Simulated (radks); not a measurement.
Task: Neutral iron, configuration [Ar] 3d6 4s2 (the NIST ground configuration). Method: scalar-relativistic Kohn-Sham, r2SCAN, spin-polarised, spherical densities, finite nucleus; open shells are filled with parallel spins first; meta-GGA in the generalised Kohn-Sham scheme; Fermi nuclear charge, rms radius 3.7377 fm; computed with a radial shooting solver on a logarithmic mesh with Libxc functionals. Some entries of the table are withheld. Estimate them.

orbital  occ.  eigenvalue (eV)  <r^2> (bohr^2)
1s down     1        -7022.734        0.004599
1s up       1        -7022.715        0.004599
2s up       1        -829.4181         0.08397
2s down     1        -826.9841         0.08361
2p up       3        -704.9958         0.06826
2p down     3        -703.1445         0.06789
3s up       1              (1)          0.7557
3s down     1              (2)          0.7626
3p up       3              (3)          0.8636
3p down     3              (4)          0.8782
3d up       5          -9.4831           1.611
4s up       1          -5.8602           9.657
4s down     1          -5.0494           11.57
3d down     1          -4.5010           2.220

Result: 
(1) 3s up eigenvalue (eV): -99.4338
(2) 3s down eigenvalue (eV): -93.8669
(3) 3p up eigenvalue (eV): -64.0953
(4) 3p down eigenvalue (eV): -58.5639
